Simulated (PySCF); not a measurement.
A structure optimised at PBE0-D3(BJ)/def2-SVP, used in a PySCF frequency run:

```xyz
8

C      2.2296    -1.7183     0.0000
C      1.1607    -1.1447     0.0000
C     -0.0732    -0.4556     0.0000
Br    -0.0196     1.4366     0.0000
C     -1.2750    -1.0536     0.0000
F     -1.3905    -2.3668     0.0000
H      3.1732    -2.2324     0.0000
H     -2.2261    -0.5156     0.0000
```

Problem. Write its SMILES, formula and point group.

Solution. C#C/C(Br)=C\F, C4H2BrF, Cs

Problem. What are its rotational constants (standard atomic weights)?

Solution. 3.4398, 1.4749, 1.0323 GHz
